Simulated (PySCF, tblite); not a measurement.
Isomers of C9H15F, one GFN2-xTB conformer each. Single-point energies are computed at PBE0/pcSseg-1 (PySCF, gas phase, no added dispersion term), electronic only.

Question: Rank them by PBE0/pcSseg-1 energy, lowest first (kcal/mol).
A. `C[C@@H]1C[C@H]2CC[C@]1(F)CC2`
B. `[CH3:1][CH:2]([CH3:3])[C@@H:4]1[CH:5]=[CH:6][CH2:7][CH2:8][C@@H:9]1[F:10]` with C1–C2–C4–C5 -82°, C2–C4–C5–C6 -139°, C5–C6–C7–C8 -20°, C6–C7–C8–C9 49°, C7–C8–C9–F10 61°

Answer: A (0.0), B (19.1).

As drawn, the higher has a C=C bond outside aromatic rings, which the lower lacks. GFN2-xTB itself gives, in the same order: 0.0, 29.3. Both levels put the same isomer lowest.

Which frontier levels, dipoles and rotational constants go with these structures?

```csv
SMILES,"HOMO (eV, PBE0/pcSseg-1)",LUMO (eV),dipole (D),"A, B, C (MHz)"
C[C@@H]1C[C@H]2CC[C@]1(F)CC2,-8.05,1.05,1.99,"1842, 1396, 1182"
CC(C)[C@@H]1C=CCC[C@@H]1F,-7.06,0.53,1.52,"2176, 998.2, 887.0"
```

What happens when harmonic zero-point energies from GFN2-xTB frequencies are added?

```tsv
SMILES	ZPE (kcal/mol)	electronic (kcal/mol)	with ZPE (kcal/mol)
C[C@@H]1C[C@H]2CC[C@]1(F)CC2	140.2	0.0	0.0
CC(C)[C@@H]1C=CCC[C@@H]1F	137.7	19.1	16.6
```

The zero-point energies span 2.5 kcal/mol. The order is unchanged.
